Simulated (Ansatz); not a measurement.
Geometry optimisation, RKS PBE-D4/6-31G* (Ansatz 0.2.0).

input.yaml

```yaml
crystal:
  periodic: [false, false, false]
  atoms:
    - { symbol: B, position_ang: [0.06504, 0.299019, 0.043883] }
    - { symbol: Cl, position_ang: [-0.05359, 0.58738, 1.846724] }
    - { symbol: F, position_ang: [1.215589, 0.502871, -0.568939] }
    - { symbol: F, position_ang: [-1.043194, 0.05682, -0.638662] }
    - { symbol: S, position_ang: [0.330849, -2.725804, 0.616154] }
    - { symbol: H, position_ang: [-0.95091, -2.98414, 0.234711] }
    - { symbol: H, position_ang: [-0.081584, -1.985045, 1.709528] }
basis:
  gaussian: { orbitals: "6-31G*" }
hamiltonian:
  xc: pbe
  dispersion: d4
relax:
  f_tol: 0.03
  max_steps: 50
```

Command:

```bash
$ ansatz run input.yaml --threads 2 --pin off --max-ram 3072MiB --backend cpu --events-out ev --progress --plain --runs-dir out
```

Problem. Where does it end, and by what steps?

Solution. The forces met the threshold. After 13 steps the energy has fallen by 0.103 eV; H7 moved furthest, 0.60 Å.

```json
{"step": "0", "energy less start (eV)": "0.0000", "largest force component (eV/Å)": "0.900", "accepted": "yes"}
{"step": "1", "energy less start (eV)": "-0.0534", "largest force component (eV/Å)": "0.740", "accepted": "yes"}
{"step": "2", "energy less start (eV)": "-0.0044", "largest force component (eV/Å)": "1.579", "accepted": "no"}
{"step": "3", "energy less start (eV)": "-0.0759", "largest force component (eV/Å)": "0.266", "accepted": "yes"}
{"step": "4", "energy less start (eV)": "-0.0802", "largest force component (eV/Å)": "0.385", "accepted": "yes"}
{"step": "5", "energy less start (eV)": "-0.0917", "largest force component (eV/Å)": "0.224", "accepted": "yes"}
{"step": "6", "energy less start (eV)": "-0.0962", "largest force component (eV/Å)": "0.079", "accepted": "yes"}
{"step": "7", "energy less start (eV)": "-0.0989", "largest force component (eV/Å)": "0.092", "accepted": "yes"}
{"step": "8", "energy less start (eV)": "-0.1008", "largest force component (eV/Å)": "0.099", "accepted": "yes"}
{"step": "9", "energy less start (eV)": "-0.1011", "largest force component (eV/Å)": "0.136", "accepted": "yes"}
{"step": "10", "energy less start (eV)": "-0.1019", "largest force component (eV/Å)": "0.063", "accepted": "yes"}
{"step": "11", "energy less start (eV)": "-0.1022", "largest force component (eV/Å)": "0.054", "accepted": "yes"}
{"step": "12", "energy less start (eV)": "-0.1022", "largest force component (eV/Å)": "0.080", "accepted": "no"}
{"step": "13", "energy less start (eV)": "-0.1025", "largest force component (eV/Å)": "0.019", "accepted": "yes"}
```

```xyz
7
Properties=species:S:1:pos:R:3
B 0.050 0.381 0.045
Cl -0.053 0.913 1.732
F 1.212 0.424 -0.591
F -1.065 0.128 -0.633
S 0.329 -2.590 0.613
H -0.905 -2.948 0.171
H -0.085 -2.555 1.906
```

Run time: 23 s on 2 threads of Arm Neoverse V1, on a shared host, peak memory 0.14 GiB.
